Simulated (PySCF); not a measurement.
## CaH₂: breathing scan

Level of theory: BP86/[Ca def2-TZVP, H def2-TZVP], no relativity, density fitting, PySCF.

Rigid scan from the singlet minimum (Ca–H 2.018 Å (×2); H–Ca–H 134.8°). Coordinate: all bonds to the central atom scaled together. Energies in kJ/mol from the minimum.

```json
{"scale of all bonds to the centre": "0.88", "E (kJ/mol)": "45.2", "dipole size (D)": "4.38"}
{"scale of all bonds to the centre": "0.92", "E (kJ/mol)": "18.4", "dipole size (D)": "4.47"}
{"scale of all bonds to the centre": "0.96", "E (kJ/mol)": "4.2", "dipole size (D)": "4.57"}
{"scale of all bonds to the centre": "1.00", "E (kJ/mol)": "0.0", "dipole size (D)": "4.66"}
{"scale of all bonds to the centre": "1.04", "E (kJ/mol)": "3.7", "dipole size (D)": "4.74"}
{"scale of all bonds to the centre": "1.08", "E (kJ/mol)": "13.4", "dipole size (D)": "4.82"}
{"scale of all bonds to the centre": "1.14", "E (kJ/mol)": "36.6", "dipole size (D)": "4.94"}
{"scale of all bonds to the centre": "1.22", "E (kJ/mol)": "77.5", "dipole size (D)": "5.07"}
{"scale of all bonds to the centre": "1.35", "E (kJ/mol)": "154.9", "dipole size (D)": "5.20"}
```
